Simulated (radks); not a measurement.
These are the eigenvalues of the occupied orbitals of an atom or ion with whole-number occupations (eV). Calculated with a radial shooting solver on a logarithmic mesh with Libxc functionals: scalar-relativistic Kohn-Sham, SCAN, spin-polarised, spherical densities, finite nucleus; meta-GGA in the generalised Kohn-Sham scheme; Fermi nuclear charge, rms radius of each element as measured or else 0.836 A^(1/3) + 0.57 fm.

1s down: -5923.941
1s up: -5923.911
2s up: -697.4247
2s down: -695.2695
2p up: -587.9488
2p down: -586.3425
3s up: -99.8154
3s down: -94.3991
3p up: -69.8143
3p down: -64.4767
3d up: -24.2843

Which element is it, and in what charge state? The configuration may be excited. Open shells, if any, are filled with parallel spins first.

Answer. Z = 24, chromium, charge +2: Cr2+ in [Ar] 3d4. The list shows which subshells hold electrons but not how many an open one holds; the 1s level, -217.7 hartree, gives Z - s = 20.9 by -(Z - s)^2/2, which with screening and relativity narrows Z to a few neighbours, and the depths of the outer levels then fix element, charge and occupations together.
